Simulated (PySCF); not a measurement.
## LaCl: f occupation and spin

Unrestricted PBE0; PySCF, spin-free X2C with a Gaussian nucleus, basis sets La x2c-TZVPall, Cl x2c-TZVPall. The search starts from ions with several 4f fillings and holds each by maximum overlap.

The lowest solution has 2Ms+1 = 3, about 0.1 4f electrons, near 2.55 Å.

The lowest solution of each spin and filling, followed along the bond (rough minima from three points):

| 2Ms+1 | 4f population | ⟨S²⟩ at the start | R at minimum (Å) | Te (eV) |
| --- | --- | --- | --- | --- |
| 3 | 0.05 | 2.00 | 2.55 | 0.00 |
| 1 | 0.05 | 0.00 | 2.49 | 0.22 |

Solutions at the starting distance of 2.565 Å, counted from the lowest; the search is not exhaustive:

```json
{"2Ms+1": "3", "4f population": "0.05", "E (eV)": "0.00", "⟨S²⟩": "2.00", "⟨Lz²⟩": "4.0", "μ (D)": "-4.77"}
{"2Ms+1": "1", "4f population": "0.05", "E (eV)": "0.24", "⟨S²⟩": "0.00", "⟨Lz²⟩": "0.0", "μ (D)": "-3.46"}
{"2Ms+1": "1", "4f population": "0.05", "E (eV)": "0.44", "⟨S²⟩": "1.00", "⟨Lz²⟩": "4.0", "μ (D)": "-3.43"}
{"2Ms+1": "3", "4f population": "0.06", "E (eV)": "0.48", "⟨S²⟩": "2.00", "⟨Lz²⟩": "1.1", "μ (D)": "-3.43"}
{"2Ms+1": "1", "4f population": "0.06", "E (eV)": "0.64", "⟨S²⟩": "1.00", "⟨Lz²⟩": "1.7", "μ (D)": "-4.23"}
```

Partly filled real f orbitals mix terms, so no term symbols are given. A positive dipole means La(−)Cl(+).

Spin–orbit coupling is left out. Counting both spins, an empty level lies below a filled one in some of these solutions, because spin and occupation are held. With d or f electrons several states lie close, and the lowest PBE0 determinant need not be the measured ground state.
